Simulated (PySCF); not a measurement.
## Ni⁺ (nickel, charge +1) across methods

[Ar] 3d9, 2D determinant. Calculation: PySCF 2.14, in def2-QZVPPD (11s6p5d4f2g, 100 functions); no relativity, point nucleus. The B2PLYP total includes its PT2 part (frozen core); its orbital energies are those of the SCF part.

```
method  E (hartree)  mean ε 3p β (eV)  mean ε 3d α (eV)  mean ε 3d β (eV)  Σ⟨r²⟩ (bohr²)   ⟨S²⟩
B2PLYP    -1507.760           -82.400           -17.972           -16.766          19.65  0.752
  PBE0    -1507.794           -77.718           -15.678           -14.623          19.90  0.753
 B3LYP    -1508.073           -76.957           -15.433           -14.446          20.08  0.751
  BP86    -1508.253           -73.482           -13.691           -12.799          20.32  0.780
   UHF  -1506.59692           -90.118           -21.685           -20.115          19.11  0.753
r2SCAN    -1507.998           -75.021           -13.610           -12.602          20.07  0.773
   LDA    -1505.354           -73.341           -13.850           -12.889          20.30  0.753
  BLYP    -1508.114           -73.291           -13.565           -12.689          20.48  0.757
   PBE    -1507.779           -73.345           -13.549           -12.629          20.37  0.764
```
